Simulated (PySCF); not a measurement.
Job file and geometry (Å, from GFN2-xTB) of an NMR shielding run on `c1nc(C(=O)[O-])[nH]c1`, [C₄H₃N₂O₂]-, GIAO PBE0/pcSseg-1 NMR shielding, non-relativistic, gas phase in PySCF 2.14.0, density-fitted response routines; density fitting, a coarse starting grid and PySCF grid level 2 are the driver's defaults:

```
$ OMP_NUM_THREADS=1 python probes_run.py task.json out

{"job": {"kind": "nmr", "xc": "PBE0", "basis": "pcSseg-1"}, "charge": -1, "multiplicity": 1}
O      2.882588    -0.891370     0.140073
C      2.084363     0.039153     0.036769
O      2.297201     1.264852    -0.073662
C      0.568766    -0.268976     0.034668
N     -0.138077    -1.374977     0.125190
C     -1.437926    -0.990542     0.062021
C     -1.533857     0.367471    -0.068773
N     -0.246553     0.808625    -0.084410
H     -2.232553    -1.714243     0.114839
H     -2.379254     1.024738    -0.148788
H      0.140727     1.737939    -0.163891
```

Q: What does the program print?

A: 
```
coarse grid: 10504 points
cycle   1  E = -413.4454976045  dE =  1.754e+00  |g| = 1.111e+00  |ddm| = 3.296e+00
cycle   2  E = -412.9948818209  dE =  4.506e-01  |g| = 1.904e+00  |ddm| = 3.459e+00
cycle   3  E = -413.6794697648  dE = -6.846e-01  |g| = 1.990e-01  |ddm| = 2.492e+00
cycle   4  E = -413.6844324146  dE = -4.963e-03  |g| = 1.415e-01  |ddm| = 2.763e-01
cycle   5  E = -413.6880110334  dE = -3.579e-03  |g| = 4.306e-02  |ddm| = 1.343e-01
cycle   6  E = -413.6883760089  dE = -3.650e-04  |g| = 1.082e-02  |ddm| = 4.401e-02
cycle   7  E = -413.6883965605  dE = -2.055e-05  |g| = 4.165e-03  |ddm| = 1.059e-02
cycle   8  E = -413.6884003488  dE = -3.788e-06  |g| = 8.905e-04  |ddm| = 3.775e-03
final grid: 105352 points
cycle   9  E = -413.7524148054  dE = -1.690e-05  |g| = 1.212e-02  |ddm| = 2.996e-02
cycle  10  E = -413.7523762702  dE =  3.854e-05  |g| = 1.892e-02  |ddm| = 2.723e-02
cycle  11  E = -413.7524422060  dE = -6.594e-05  |g| = 1.268e-03  |ddm| = 1.670e-02
cycle  12  E = -413.7524425472  dE = -3.413e-07  |g| = 2.654e-04  |ddm| = 1.108e-03
cycle  13  E = -413.7524425604  dE = -1.317e-08  |g| = 1.453e-04  |ddm| = 3.983e-04
cycle  14  E = -413.7524425652  dE = -4.816e-09  |g| = 3.124e-05  |ddm| = 1.468e-04
cycle  15  E = -413.7524425654  dE = -1.561e-10  |g| = 1.808e-05  |ddm| = 3.899e-05
converged SCF energy = -413.7524425654

GIAO shielding tensors (ppm)
atom      isotropic    diamagn.    paramagn.     s11        s22        s33       span
  0 O        7.034     402.224    -395.190   -184.349    -80.412    285.862    470.211
  1 C       24.879     238.707    -213.828    -73.882     62.200     86.319    160.201
  2 O       27.056     408.091    -381.036   -177.107     25.983    232.291    409.397
  3 C       28.124     255.809    -227.685    -25.697     11.732     98.336    124.032
  4 N      -20.968     331.240    -352.208   -251.612    -73.877    262.584    514.196
  5 C       55.618     255.197    -199.579    -22.932     67.934    121.852    144.784
  6 C       77.131     253.917    -176.786     -3.156     85.845    148.702    151.858
  7 N       73.528     329.679    -256.151    -28.558     84.147    164.994    193.552
  8 H       24.970      32.205      -7.236     22.231     25.418     27.261      5.030
  9 H       25.392      31.901      -6.509     23.343     26.022     26.809      3.466
 10 H       21.530      34.145     -12.614     14.162     23.668     26.761     12.599
```

Q: Turn these shieldings into chemical shifts. Shifts are taken against calculated references (same method and geometry level): 17O (σref 336.08) against H2O; 13C (σref 186.93), 1H (σref 31.72) against TMS; 15N (σref 267.73) vs NH3.

A: Averaging equivalent atoms: O 0/2: 319.0; C 1: 162.0; C 3: 158.8; C 5: 131.3; C 6: 109.8; N 4: 288.7; N 7: 194.2; H 10: 10.19; H 8: 6.75; H 9: 6.33 ppm. Unscaled 17O shifts of doubly bonded oxygen tend to come out too high, by tens of ppm or more. Experimental scales use liquid or dissolved standards, which lie at an offset from isolated NH3 (liquid NH3: subtract about 20 ppm) and H2O (liquid H2O: subtract about 36 ppm). Unscaled 15N shifts of sp2 nitrogen come out 20 to 40 ppm too high even then.

Size and cost of the density-fitted run: 151 basis functions, 11 s wall time on 1 thread of an AMD EPYC 9R14, shared host; peak memory 0.7 GiB.
